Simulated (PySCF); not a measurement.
**Working out the excitation energy of P⁺**

P⁺ [Ne] 3s2 3p2 (3P) → P⁺ [Ne] 3s1 3p2 4s1 (5P). Computed with PySCF 2.14 in x2c-TZVPPall with one added diffuse shell each of s, p, d type (6s6p4d1f, 51 functions), with scalar relativity by spin-free X2C-1e. Frozen: [Ne]. Energies in hartree (1 hartree = 27.21139 eV):

```
            part   P⁺ (lower)   P⁺ (upper)
             UHF  -341.162664  -340.582007
CCSD correlation    -0.082465    -0.025209
             (T)    -0.002318    -0.000634
```

What does Hartree-Fock give?

(-340.582007) − (-341.162664) = 0.580657 hartree = 15.800 eV.

What do CCSD and CCSD(T) give?

The CCSD correlation energies differ by 0.057256 hartree = 1.558 eV and the triples by 0.001684 hartree = 0.046 eV, so CCSD gives 17.358 eV and CCSD(T) 17.404 eV.

The coupled-cluster amplitudes are large, so a single reference is strained.
